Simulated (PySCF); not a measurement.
C₈H₁₀S.
Bonds: C1–C2, C2–C3 (double), C3–C4 (double), C4–C5 (double), C5–C6 (double), C6–C7, C6–S8, S8–C9. Hydrogens: H10, H11, H12 on C1; H13 on C2; H14, H15, H16 on C7; H17, H18, H19 on C9.

Computed by this run: PBE0-D3(BJ)/def2-SVP geometry optimisation, gas phase in PySCF; density fitting, grid level 2; the optimiser is geomeTRIC in internal coordinates, started from a GFN2-xTB structure.

Step 0: E = -19268.1485 eV
```
atom  x, y, z in Å  |  force x, y, z in eV/Å
C1      3.6839   -1.3387   -0.8204   -0.231   0.284   0.238
C2      3.0172   -0.3445    0.0782    0.449  -0.457  -0.364
C3      1.7621    0.0086   -0.0167    0.303  -0.052   0.153
C4      0.5370    0.3266   -0.1256   -0.017   0.137  -0.072
C5     -0.6715    0.6945   -0.2535   -0.096   0.025  -0.024
C6     -1.9381    1.0122   -0.3330   -0.950  -0.094   0.204
C7     -2.4895    2.1240   -1.1672    0.133  -0.245   0.178
S8     -3.1786    0.1114    0.5757    0.191   0.044  -0.048
C9     -2.1550   -1.1032    1.4454   -0.357   0.518  -0.395
H10     4.0741   -2.1709   -0.2333    0.196  -0.336   0.164
H11     4.5256   -0.8713   -1.3325    0.355   0.105  -0.214
H12     2.9883   -1.7235   -1.5622   -0.204  -0.165  -0.275
H13     3.6445    0.0967    0.8453    0.224   0.275   0.412
H14    -3.1634    1.7225   -1.9239   -0.265  -0.103  -0.309
H15    -3.0592    2.8114   -0.5428   -0.225   0.304   0.199
H16    -1.6840    2.6662   -1.6569    0.232   0.188  -0.170
H17    -1.6529   -1.7391    0.7214    0.231  -0.299  -0.202
H18    -2.8254   -1.6896    2.0658   -0.276  -0.240   0.248
H19    -1.4251   -0.5841    2.0605    0.307   0.113   0.278
```

Task: Estimate the geometry and energy of step 1. (The exact step hangs on the optimiser's Hessian estimate; all steps are aligned on step 0, rigid shifts and turns removed.)

Result: E = -19268.2190 eV, largest force 0.157 eV/Å
```
atom  x, y, z in Å  |  force x, y, z in eV/Å
C1      3.7508   -1.3298   -0.8462    0.052  -0.073  -0.071
C2      3.0706   -0.3355    0.0380    0.030   0.078   0.132
C3      1.8018    0.0158   -0.0420    0.007   0.034  -0.059
C4      0.5655    0.3493   -0.1401    0.012  -0.066   0.053
C5     -0.6721    0.6688   -0.2217   -0.061   0.038  -0.017
C6     -1.9533    0.9929   -0.3038    0.064   0.024  -0.020
C7     -2.4783    2.1106   -1.1580   -0.048   0.036  -0.023
S8     -3.2165    0.1453    0.5845   -0.049  -0.037   0.023
C9     -2.2674   -1.0978    1.4702    0.065  -0.027   0.034
H10     4.1609   -2.1661   -0.2535   -0.011   0.028  -0.015
H11     4.6042   -0.8658   -1.3709   -0.025  -0.014   0.018
H12     3.0612   -1.7396   -1.5973    0.018   0.004   0.015
H13     3.6878    0.1357    0.8206   -0.037  -0.030  -0.057
H14    -3.1644    1.7177   -1.9269    0.015   0.011   0.013
H15    -3.0467    2.8294   -0.5448    0.017  -0.007  -0.017
H16    -1.6572    2.6420   -1.6566   -0.002  -0.022   0.016
H17    -1.7525   -1.7706    0.7682   -0.025   0.012   0.022
H18    -2.9806   -1.6727    2.0784    0.009   0.037  -0.038
H19    -1.5236   -0.6205    2.1260   -0.031  -0.028  -0.008
```

The energy changes by -0.0705 eV. The first-order estimate −F·Δx gives -0.1460 eV and the mean of the old and new forces, exact on a quadratic surface, -0.0695 eV. The step makes an angle of 78° with the force vector and moves no atom by more than 0.157 Å.

The cost below is that of the whole optimisation. The run took 79 s of wall time on one thread of an Arm Neoverse V1, no GPU, shared host, and the process peaked at 0.83 GiB of memory.
